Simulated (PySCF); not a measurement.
Run record: excited-state job, `CBC1=C(Cl)C=CS1`.

Computed with TDDFT wB97X-D/def2-SVPD, vertical, gas phase, core orbitals frozen in the response (PySCF 2.14.0, density-fitted response routines). Geometry: GFN2-xTB. A driver script takes a list of jobs; this job's settings line and coordinates (Å) are shown.

Command:
```bash
OMP_NUM_THREADS=1 python probes_run.py task.json out
```

Input:
```
{"job": {"kind": "uv", "xc": "wB97X-D", "basis": "def2-SVPD", "nstates": 8, "ntriplets": 3}, "charge": 0, "multiplicity": 1}
C     -2.515151    -0.171513    -0.546371
B     -1.406123    -0.036876     0.557048
C      0.076697     0.016410     0.183748
S      0.618501    -0.057645    -1.477288
C      2.263381     0.058850    -1.031363
C      2.428150     0.150102     0.315970
C      1.192160     0.125380     0.992200
Cl     1.109656     0.224781     2.700580
H     -3.213237     0.663225    -0.491267
H     -2.132256    -0.219279    -1.563393
H     -3.116347    -1.063808    -0.374713
H     -1.705679     0.024601     1.687724
H      3.022641     0.053409    -1.788464
H      3.376929     0.231891     0.813423
```

Output:
```
coarse grid: 13488 points
cycle   1  E = -1076.7171100565  dE =  1.530e+00  |g| = 3.901e-01  |ddm| = 7.638e+00
cycle   2  E = -1076.7355714439  dE = -1.846e-02  |g| = 3.567e-01  |ddm| = 2.080e+00
cycle   3  E = -1076.7660351390  dE = -3.046e-02  |g| = 6.182e-02  |ddm| = 1.101e+00
cycle   4  E = -1076.7670187125  dE = -9.836e-04  |g| = 3.242e-02  |ddm| = 2.264e-01
cycle   5  E = -1076.7673140903  dE = -2.954e-04  |g| = 6.023e-03  |ddm| = 1.122e-01
cycle   6  E = -1076.7673274528  dE = -1.336e-05  |g| = 1.934e-03  |ddm| = 2.762e-02
cycle   7  E = -1076.7673292474  dE = -1.795e-06  |g| = 8.223e-04  |ddm| = 7.989e-03
final grid: 122976 points
cycle   8  E = -1076.8895736579  dE = -1.060e-04  |g| = 5.057e-03  |ddm| = 2.624e-01
cycle   9  E = -1076.8895769487  dE = -3.291e-06  |g| = 3.999e-03  |ddm| = 3.439e-02
cycle  10  E = -1076.8895807639  dE = -3.815e-06  |g| = 9.483e-04  |ddm| = 1.208e-02
cycle  11  E = -1076.8895810557  dE = -2.918e-07  |g| = 3.994e-04  |ddm| = 4.278e-03
cycle  12  E = -1076.8895811131  dE = -5.741e-08  |g| = 1.057e-04  |ddm| = 1.744e-03
cycle  13  E = -1076.8895811195  dE = -6.410e-09  |g| = 4.483e-05  |ddm| = 4.693e-04
cycle  14  E = -1076.8895811210  dE = -1.490e-09  |g| = 1.445e-05  |ddm| = 2.277e-04
cycle  15  E = -1076.8895811212  dE = -1.723e-10  |g| = 4.628e-06  |ddm| = 9.101e-05
converged SCF energy = -1076.8895811212

Static polarisability (au): isotropic 104.463, principal 66.417 119.170 127.803

Singlet excitations
state   eV       nm        f      main configurations
  1   4.7110    263.2   0.15335   H->L 0.96
  2   4.9995    248.0   0.16396   H-1->L 0.93
  3   5.7519    215.6   0.00171   H-3->L 0.65, H-2->L 0.28
  4   6.1090    203.0   0.00006   H-2->L 0.52, H-3->L 0.23, H-4->L 0.20
  5   6.2081    199.7   0.00075   H->L+1 0.71, H->L+6 0.09
  6   6.3906    194.0   0.00335   H-4->L 0.72, H-2->L 0.15
  7   6.6521    186.4   0.04666   H->L+2 0.90
  8   6.6689    185.9   0.00005   H-1->L+1 0.70

Triplet excitations (Tamm-Dancoff, eV): 3.2402 3.8847 5.4025
```

The SCF starts on a coarse grid where the log names one; the energy can jump when the final grid takes over, and dE then counts from the start density on the new grid. H and L stand for HOMO and LUMO; the number after each pair is its weight.

**Question.** Which computed singlet has the largest oscillator strength, and what do all of them sum to?

**Answer.** State 2 at 5.00 eV (248 nm), f = 0.164; the 8 states sum to 0.370.

**Question.** How does the lowest singlet excitation compare with the HOMO–LUMO gap?

**Answer.** HOMO -8.97 eV and LUMO -0.34 eV give a gap of 8.63 eV; S1 at 4.71 eV lies 3.92 eV below it.

In short: HOMO -8.97 eV, LUMO -0.34 eV; lowest singlet 4.71 eV; lowest triplet 3.24 eV (Tamm–Dancoff); mean polarisability 104.5 au.

On an Arm Neoverse V2 with one thread, shared host with 96 logical CPUs at a one-minute load of 48, this took 49 s wall and 0.97 GiB of memory at its peak.

One conformer stands for the species.
Labels such as C1 count atoms from 1, the log's own numbers from 0.

The pairwise dispersion term of wB97X-D wasn't added to the energies; at a given geometry it leaves orbitals and properties as they are.
